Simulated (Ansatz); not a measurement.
Gas-phase reaction 2 R1 + R2 → P1 + P2, each structure at its B3LYP-D3(BJ)/def2-TZVP stationary point, reached from a drawn start (curvature not checked).
R1: H2 (SMILES [H][H]), charge 0, multiplicity 1.
P1, H2O (SMILES O) (charge 0, multiplicity 1):
```xyz
3

O      0.00000     0.00000     0.38961
H      0.00000     0.76499    -0.19486
H      0.00000    -0.76499    -0.19486
```
P2: SiH4 (SMILES [SiH4]), charge 0, multiplicity 1.
R2: H2OSi (SMILES O=[SiH2]), charge 0, multiplicity 1.

P less R. No zero-point or thermal terms.

Correlated levels freeze the cores. CBS(a, b) extrapolates the correlation energy as X⁻³ and adds the Hartree–Fock energy of set b.

The values were computed with Ansatz (a first-principles code) with Gaussian orbitals. All values are computed, each at the level named.

Problem. What reaction energy does CCSD(T)/CBS(cc-pV(T+d)Z, cc-pV(Q+d)Z) give?

Solution. -34.1 kcal/mol

Problem. What reaction energy does wB97M-V/def2-TZVPP give?

Solution. -35.1 kcal/mol

Problem. Estimate the reaction energy that B2PLYP/def2-TZVPP returns for this input.

Solution. -31.7 kcal/mol
